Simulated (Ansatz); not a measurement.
Input for Ansatz (an electronic-structure program): U-B3LYP/cc-pV(T+d)Z on ClFSi (SMILES F[Si]Cl), a point of a bond scan (R = 2.830 Å). Files ending in .json are basis or fitting sets from the Basis Set Exchange.

Ansatz 0.2 input:
```yaml
crystal:
  periodic: [false, false, false]
  atoms:
    - {symbol: Si, position_ang: [0.34761579, 0.26750639, 0.78195685]}
    - {symbol: F, position_ang: [0.95036201, 1.34196481, -0.25474125]}
    - {symbol: Cl, position_ang: [-1.18736182, -1.35014155, -0.96097184]}
basis:
  gaussian:
    orbitals: cc-pV_T+d_Z.json
hamiltonian:
  xc: {name: B3LYP}
magnetization: {spin_polarized: true, initial_magnetization: 0}
```

It printed:

```
WARN ansatz: RAYON_NUM_THREADS=1 ignored (pool sized by the plan → 1); use --threads N
Functional definition: B3LYP
integrals: 0.03 GiB planned
788 factors; their error is unknown
mean field: 0.42 GiB planned
mean field evaluation 1: about -23116.9153 eV, gradient 2.9e1 eV
mean field evaluation 2: about -23053.4830 eV, gradient 9.5e1 eV
mean field evaluation 4: about -23120.5191 eV, gradient 5.9e0 eV
mean field evaluation 8: about -23120.7167 eV, gradient 7.1e-2 eV
mean field evaluation 16: about -23120.7168 eV, gradient 2.8e-5 eV
mean field -23120.71676716 eV, -849.6706694083 hartree, gradient 2.8e-5 eV, S^2 0.000000; 0 other end points of the search recorded, 0 dependent functions left out
reference -23120.71696699 eV, -849.6706767522 hartree; 20, 20 occupied and 88, 88 virtual orbitals, 788 factors
Total energy: -23120.71696699 eV, -849.6706767522 hartree
```

The calculation finished and met its thresholds.

Cost: about 1.9 core-seconds (a rough figure).
